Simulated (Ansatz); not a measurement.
Job for Ansatz (a quantum-chemistry and plane-wave program): R-wB97M-V/def2-TZVPP on BBrH2 (SMILES BBr), atoms moved off the minimum.

Ansatz 0.2 input:
```yaml
crystal:
  periodic: [false, false, false]
  atoms:
    - {symbol: B, position_ang: [-0.84145885, -1.38901591, 0.21477391]}
    - {symbol: H, position_ang: [-0.47544372, -1.99353976, 1.00163185]}
    - {symbol: H, position_ang: [-1.91238567, -1.45058729, -0.34607458]}
    - {symbol: Br, position_ang: [0.12359395, 0.40938561, -0.12281669]}
basis:
  gaussian:
    orbitals: def2-TZVPP
hamiltonian:
  xc: {name: wB97M-V}
scf: {lower_state_search: off}
output: {forces: true}
```

Output:

```
WARN ansatz: RAYON_NUM_THREADS=1 ignored (pool sized by the plan → 1); use --threads N
Functional definition: wB97M-V
these checks for a lower state are left out or cut short: stability, starts, cluster_reference, orbital_swaps, neighbouring_geometries, increment
integrals: 0.04 GiB planned
695 factors; their error is unknown
integrals: 0.07 GiB planned
140 factors; integrals over basis functions are off by at most 5.6e-5 eV
mean field: 0.40 GiB planned
mean field evaluation 1: about -70750.1691 eV, gradient 9.4e0 eV
mean field evaluation 2: about -70750.4155 eV, gradient 2.4e0 eV
mean field evaluation 4: about -70750.4368 eV, gradient 4.3e-1 eV
mean field evaluation 8: about -70750.6872 eV, gradient 1.1e-2 eV
mean field evaluation 16: about -70750.6872 eV, gradient 1.1e-5 eV
mean field -70750.68716581 eV, -2600.0397968054 hartree, gradient 2.8e-6 eV, S^2 0.000000; 0 other end points of the search recorded, 0 dependent functions left out
the calculation of the forces begins
reference -70750.68720486 eV, -2600.0397982405 hartree; 21, 21 occupied and 86, 86 virtual orbitals, 695 factors
Total energy: -70750.68720486 eV, -2600.0397982405 hartree
Atom 0 at    -0.841459    -1.389016     0.214774 Å, force    -1.669146     4.796078    -3.267513 eV/Å
Atom 1 at    -0.475444    -1.993540     1.001632 Å, force     1.729615    -2.541168     2.846299 eV/Å
Atom 2 at    -1.912386    -1.450587    -0.346075 Å, force     0.825005    -0.205004     0.123329 eV/Å
Atom 3 at     0.123594     0.409386    -0.122817 Å, force    -0.885474    -2.049906     0.297884 eV/Å
Dipole moment:    -0.115280    -0.288552     0.048029 e Å
Checks for a lower state left out: stability, starts, cluster_reference, orbital_swaps, neighbouring_geometries, increment
```

The calculation finished and met its thresholds.

Cost: around 5 core-seconds (rough).
